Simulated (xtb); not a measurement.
Job for xtb: GFN1-xTB on CH4BClO (SMILES COBCl), a point of a torsion scan.

```
$ xtb mol.xyz --gfn 1 --sp --chrg 0 --uhf 0
8

C     -1.09098269    -0.00943478     0.09313380
O      0.07008645    -0.58632034    -0.46967859
B      1.31738825    -0.24151521    -0.23388007
Cl     1.74761316     1.05940048     0.83607699
H     -0.88820215     0.98727978     0.49052921
H     -1.45096595    -0.65542425     0.89601913
H     -1.84663731     0.04723759    -0.69124441
H      2.16117893    -0.83839427    -0.78122043
```

### Question
What total energy does the run end on?

### Answer
-14.6944 hartree.
